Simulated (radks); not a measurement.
Values are calculated unless marked as measured or tabulated.
These are the eigenvalues of the occupied orbitals of an atom or ion with whole-number occupations (Ry). Code: a radial shooting solver on a logarithmic mesh with Libxc functionals. Model: Dirac Kohn-Sham, PBE, spin-unpolarised, spherical densities, point nucleus.

1s1/2: -20.99367
2s1/2: -1.69605
2p1/2: -1.05394
4s1/2: -0.07720

Which element is it, and in what charge state? The configuration may be excited. Open shells, if any, fill j = l - 1/2 first.

Answer. Z = 6, carbon, charge 0: C in [He] 2s2 2p1 4s1. The list shows which subshells hold electrons but not how many an open one holds; the 1s level, -10.497 hartree, gives Z - s = 4.6 by -(Z - s)^2/2, which with screening and relativity narrows Z to a few neighbours, and the depths of the outer levels then fix element, charge and occupations together.
